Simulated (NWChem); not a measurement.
System: Si2H4, singlet; SMILES [SiH3][SiH]

Here is an NWChem input.

```
start job
memory heap 200 mb stack 900 mb global 1100 mb
geometry units angstroms noautoz
  Si     0.124823     1.337302     0.486134
  H      1.181604     1.355610    -0.626344
  Si    -0.088778    -1.018395     0.114251
  H      1.246953    -1.672660     0.322424
  H     -0.497344    -1.251111    -1.312230
  H     -1.083010    -1.703476     0.998124
end
basis spherical
  * library def2-svp
end
dft
  xc xpbe96 cpbe96
  iterations 150
  vectors input atomic output neutral.movecs
end
task dft energy
charge 1
dft
  odft
  mult 2
  vectors input atomic output cation.movecs
end
task dft energy
```

Low-valent species are run as closed-shell singlets; no triplet was tried in these runs. Coordinates come from a PBE0/def2-SVP optimisation.

Ions are spin-unrestricted doublets at the neutral geometry; other ion states weren't tried.

### Question
Give the results of this calculation. (PBE/def2-SVP, vertical spin-unrestricted ions.) Quantities: vertical ionisation energy, ΔSCF (eV); −ε(HOMO) (eV).

### Answer
```yaml
vertical ionisation energy, ΔSCF (eV): 8.71
"−ε(HOMO) (eV)": 5.68
```
